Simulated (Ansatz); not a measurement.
Reaction (substitution at a C–In bond): `C=[CH][In]([Cl])[Cl]` + `[NH2][GeH3]` → `C=C[NH][GeH3]` + `[Cl][InH][Cl]`

Isolated molecules relaxed with PBE0-D4/def2-TZVP in Ansatz; ΔE leaves out vibrations. CCSD(T)/CBS is the MP2 limit (def2-TZVPP, def2-QZVPP) plus CCSD(T) − MP2 in def2-TZVPP, frozen cores. DFT in def2-TZVPP. B3LYP here is the variant with VWN-RPA as its local correlation; programs differ in this. def2 core potentials past Kr. For Ge, In outer-core shells are correlated without core-valence functions, which leaves a few kJ/mol of doubt a bond. Scalar relativity is left out up to krypton. One conformer a species, not always the lowest.

| level | ΔE (kJ/mol) |
| --- | --- |
| B97M-V | 11.0 |
| PBE0 | 15.7 |
| B3LYP | 18.2 |
| CAM-B3LYP | 14.8 |

**Question.** What does CCSD(T)/CBS give? (An estimate is asked.)

**Answer.** Computed: +33.2 kJ/mol. The listed levels differ from it by -22.2, -17.5, -15.0, -18.4 kJ/mol.

Largest T1 diagnostic among the species: 0.013.

In def2-TZVPP, CCSD(T) changes the Hartree–Fock value by +11.7 kJ/mol (the triples alone add +1.3 kJ/mol) and MP2 by +15.2 kJ/mol. At CCSD(T), def2-SVP lies −19.1 kJ/mol from the extrapolated value and def2-TZVPP −1.2 kJ/mol.
